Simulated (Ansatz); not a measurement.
`[SiH3][SnH3]` + HI → `[SnH3][I]` + SiH₄ at 600 K and 1 bar (cleavage of the Sn–Si bond).

Isolated molecules relaxed with PBE0-D4/def2-TZVP in Ansatz; ΔE leaves out vibrations. CCSD(T)/CBS is the MP2 limit (def2-TZVPP, def2-QZVPP) plus CCSD(T) − MP2 in def2-TZVPP, frozen cores. This one scheme is used for every species. def2 core potentials past Kr. For I, Sn outer-core shells are correlated without core-valence functions, which leaves a few kJ/mol of doubt a bond.

| species | CCSD(T)/CBS energy (Eh) | H − E (kJ/mol) | S (J/(mol·K)) |
| --- | --- | --- | --- |
| `[SiH3][SnH3]` | -506.68362 | 166.8 | 381.7 |
| HI | -298.03592 | 31.6 | 227.0 |
| `[SnH3][I]` | -513.29032 | 90.3 | 346.3 |
| SiH₄ | -291.46306 | 108.7 | 242.3 |

H − E and S are ideal-gas, rigid-rotor, harmonic terms from PBE0-D4/def2-TZVP. 1 Eh = 2625.50 kJ/mol, R = 8.31446 J/(mol·K).

**Question.** By hand: ΔE, ΔH, ΔS and ΔG.

**Answer.** ΔE = (-513.29032) + (-291.46306) − (-506.68362) − (-298.03592) = -0.03384 Eh = -88.8 kJ/mol. Δ(H − E) = 90.3 + 108.7 − 166.8 − 31.6 = 0.6, so ΔH = -88.2 kJ/mol. ΔS = 346.3 + 242.3 − 381.7 − 227.0 = -20.1 J/(mol·K). ΔG = -88.2 − 600 × (-20.1)/1000 = -76.1 kJ/mol.

**Question.** By hand: the equilibrium constant, and the temperature at which ΔG would vanish if ΔH and ΔS stayed fixed.

**Answer.** log₁₀ K = −ΔG/(RT ln 10) = 6.6. ΔG = 0 at ΔH/ΔS = 4388 K, far beyond where these terms or the molecules hold.

ΔH outweighs TΔS. A doubt of 5 kJ/mol in ΔE shifts log₁₀ K by 0.4 here. These are equilibria of isolated gas molecules and say nothing of rates. Largest T1 diagnostic: 0.013 (customary marks: 0.02 for closed shells, 0.045 for open ones).
